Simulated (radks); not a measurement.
Spherical quantum dot in the effective-mass picture: electrons in a well V = -V0 / (1 + exp((r - R)/a)) with V0 = 41.9, R = 1.46, a = 0.11, all in effective atomic units (hartree* = m*/eps^2 hartree, bohr* = eps/m* bohr), one dielectric constant everywhere. Calculated with a radial shooting solver with Libxc functionals: non-relativistic Kohn-Sham, r2SCAN, spin-polarised, spherical densities, generalised Kohn-Sham scheme. Levels are named by radial order and angular momentum (1s, 1p, 1d, 2s, ...), and open shells are averaged over m. Results are scaled to m* = 0.561 and eps = 13.2, for which hartree* = 87.61 meV and bohr* = 1.245 nm.

N = 5, configuration 1s2 1p(up 3, down 0). This is the lowest configuration that the search found. Occupied and some empty levels:

| level | occupation | eigenvalue (meV) | <r> (nm) |
|---|---|---|---|
| 1s up | 1 | -3049.1 | 0.9420 |
| 1s down | 1 | -3016.8 | 0.9293 |
| 1p up | 3 | -2846.2 | 1.090 |
| 1p down | 0 | -2808.6 | 1.089 |
| 1d up | 0 | -2577.1 | 1.193 |
| 1d down | 0 | -2539.8 | 1.194 |
| 2s up | 0 | -2409.4 | 0.9362 |
| 2s down | 0 | -2395.0 | 0.9358 |
| 1f up | 0 | -2253.6 | 1.273 |
| 1f down | 0 | -2217.5 | 1.274 |

Energy (meV): total -15667.4, kinetic 1433.2, external -17933, Hartree 1188.4, exchange-correlation -356.14.

Electron density:

| r (nm) | n(r) (e/nm^3) |
|---|---|
| 0.0430 | 0.4267 |
| 0.205 | 0.4531 |
| 0.368 | 0.5047 |
| 0.530 | 0.5573 |
| 0.692 | 0.5819 |
| 0.854 | 0.5537 |
| 1.02 | 0.4639 |
| 1.18 | 0.3285 |
| 1.34 | 0.1862 |
| 1.50 | 0.07850 |
| 1.67 | 0.02215 |
| 1.83 | 0.004064 |
| 1.99 | 0.0005222 |
| 2.15 | 0.00005560 |
